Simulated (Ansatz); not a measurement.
Compare A (`FC[C@@H](F)[C@H](F)CF`) with its isomer B (`FCC(CF)C(F)F`).

Gas-phase electronic energies from Ansatz, PBE0-D4/def2-TZVP geometries. CBS: MP2 limit from def2 TZ/QZ plus the TZ coupled-cluster correction, frozen cores. DFT in def2-TZVPP. One conformer a species, not always the lowest.

(1) Which isomer does CCSD(T)/CBS put lower? Give the gap. (Best estimate.)

(2) Give E(B) − E(A) in kJ/mol with r2SCAN-D4, PBE-D4, CCSD(T)/def2-SVP, LDA (SPW92), PBE0-D4, HF/def2-TZVPP, B2PLYP. (Estimate.)

Largest T1 diagnostic: 0.011.

Answers

(1) Computed: B, by 35.1 kJ/mol.

(2) Ansatz gave: r2SCAN-D4 -34.5, PBE-D4 -33.3, CCSD(T)/def2-SVP -46.7, LDA (SPW92) -36.2, PBE0-D4 -34.7, HF/def2-TZVPP -32.2, B2PLYP -33.4. None reverses the order clearly.

Leaving LDA and LC-ωPBE aside and taking each functional with its dispersion term where it has one, the values, not all of them listed here, spread over 7.1 kJ/mol, from PBE-QIDH to BLYP-D4. LDA lies −4.2 kJ/mol from PBE without D4. At CCSD(T), def2-SVP lies −11.6 kJ/mol from the extrapolated value and def2-TZVPP −1.8 kJ/mol.
